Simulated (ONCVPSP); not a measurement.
Transferability test, ONCV potential for lanthanum

| Property | Result |
| --- | --- |
| Element | La (Z = 57) |
| Generator | ONCVPSP 4.0.1 |
| Type | optimised norm-conserving Vanderbilt (ONCV) |
| Functional | LDA (Perdew-Zunger) |
| Relativity | fully relativistic |
| Frozen core | [Kr] 4d10 |
| Valence charge | 11 |
| Reference configuration | 5s2 5p6 5d1 6s2 |
| Partial waves | 5s+6s: rc 2.60 bohr, ncon 4, nbas 8, qcut 5.6 1/bohr, 2 projectors; 5p: rc 2.95 bohr, ncon 3, nbas 6, qcut 4 1/bohr, 2 projectors, debl 1.7 Ha; 5d: rc 3.00 bohr, ncon 4, nbas 9, qcut 4.2 1/bohr, 2 projectors, debl 2.6 Ha; f scattering state at 0.31 Ha: rc 2.25 bohr, ncon 4, nbas 8, qcut 5.4 1/bohr, 2 projectors, debl 1.7 Ha |
| Local potential | polynomial inside 2.20 bohr (lpopt 1, dvloc0 3 Ha) |
| Core correction | none |

Open shells are filled in proportion to 2j + 1.

In the f channel the program set the typed energies aside and used -0.164, 1.536 Ha (j = l + 1/2; the other j can differ).

Energies are relative to the spin-unpolarised reference configuration 5s2 5p6 5d1 6s2; without spin polarisation the order of configurations can differ from experiment.

| valence configuration | charge | ΔE all-electron (eV) | error AE − PS (meV) |
| --- | --- | --- | --- |
| 5s2 5p6 5d1 6s1 | +1 | 6.162 | -0.2 |
| 5s2 5p6 5d0 6s0 | +3 | 36.402 | +9.5 |
| 5s2 5p5 5d1 6s2 | +1 | 27.163 | -33 |

(1) What are ΔE and the potential's error for 5s2 5p6 5d1 6s0?

Answers

(1) ΔE = 17.312 eV all-electron; the error (AE − PS) is -1.3 meV.
